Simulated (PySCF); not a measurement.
## Correlation energy of Be (beryllium, neutral)

[He] 2s1 3d1, high-spin 3D determinant (an excited configuration). Calculation: PySCF 2.14, in aug-cc-pCVTZ (7s6p4d2f, 59 functions); no relativity, point nucleus. Frozen: 1s2; 2 electrons correlated.

With two correlated electrons CCSD is exact within the correlated space (frozen core and kept virtual orbitals).

| level | correlation energy (mhartree) |
| --- | --- |
| CCSD | -8.06 |

Diagnostics: T1 = 0.0049, D1 = 0.0072, largest double amplitude 0.111.

The outer electron is Rydberg-like, and this basis confines it to a smaller radius and binds it less than a complete one would.

Cost of the coupled-cluster step: about 2.5 core-seconds, for 2 correlated electrons.

Iterations:

```
CC2 = 0
CCSD nocc = (np.int64(2), np.int64(0)), nmo = (58, 58)
frozen orbitals [[0], [0]]
max_cycle = 100
direct = 0
conv_tol = 1e-08
conv_tol_normt = 1e-06
diis_space = 8
diis_start_cycle = 0
Init t2, MP2 energy = -0.0036017492198912
Init E_corr(UCCSD) = -0.00360174921994918
cycle = 1  E_corr(UCCSD) = -0.00526818420205986  dE = -0.00166643498  norm(t1,t2) = 0.0356859
cycle = 2  E_corr(UCCSD) = -0.00615934273661262  dE = -0.000891158535  norm(t1,t2) = 0.0235574
cycle = 3  E_corr(UCCSD) = -0.0077050524874304  dE = -0.00154570975  norm(t1,t2) = 0.017236
cycle = 4  E_corr(UCCSD) = -0.00798728031828476  dE = -0.000282227831  norm(t1,t2) = 0.00729033
cycle = 5  E_corr(UCCSD) = -0.0080712057311808  dE = -8.39254129e-05  norm(t1,t2) = 0.00221301
cycle = 6  E_corr(UCCSD) = -0.00801805223138296  dE = 5.31534998e-05  norm(t1,t2) = 0.00114361
cycle = 7  E_corr(UCCSD) = -0.00806992346870011  dE = -5.18712373e-05  norm(t1,t2) = 0.000377745
cycle = 8  E_corr(UCCSD) = -0.00805562102881815  dE = 1.43024399e-05  norm(t1,t2) = 0.000117666
cycle = 9  E_corr(UCCSD) = -0.00805728137168436  dE = -1.66034287e-06  norm(t1,t2) = 1.52742e-05
cycle = 10  E_corr(UCCSD) = -0.00805714879878545  dE = 1.32572899e-07  norm(t1,t2) = 1.20309e-06
cycle = 11  E_corr(UCCSD) = -0.00805719184793661  dE = -4.30491512e-08  norm(t1,t2) = 4.7729e-07
cycle = 12  E_corr(UCCSD) = -0.00805719212297953  dE = -2.75042919e-10  norm(t1,t2) = 2.59161e-08
UCCSD converged
E(UCCSD) = -14.28828344741599  E_corr = -0.008057192122979531
```
